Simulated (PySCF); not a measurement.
Ionisation energy of Ba⁺ by level of theory

Ba⁺ [Xe] 6s1 (2S) → Ba²⁺ [Xe] (1S), as a difference of total energies. Calculation: PySCF 2.14, in aug-cc-pwCVTZ-X2C (11s10p8d4f, 109 functions); the spin-free X2C one-electron Hamiltonian (Gaussian nucleus). Correlated levels: valence and next inner shell: [Kr] 4d10 frozen. The calculations carry no spin-orbit coupling.

| method | ionisation energy (eV) | error (eV) |
| --- | --- | --- |
| UHF | 9.368 | -0.636 |
| MP2 (valence and next inner shell) | 9.905 | -0.099 |
| SCS-MP2 (valence and next inner shell) | 9.802 | -0.202 |
| CCSD (valence and next inner shell) | 9.881 | -0.123 |
| CCSD(T) (valence and next inner shell) | 9.921 | -0.083 |

Reference: 10.004 eV (measured; NIST Atomic Spectra Database, ionization energies).

Errors of the correlated levels include the incompleteness of this basis and the frozen core.
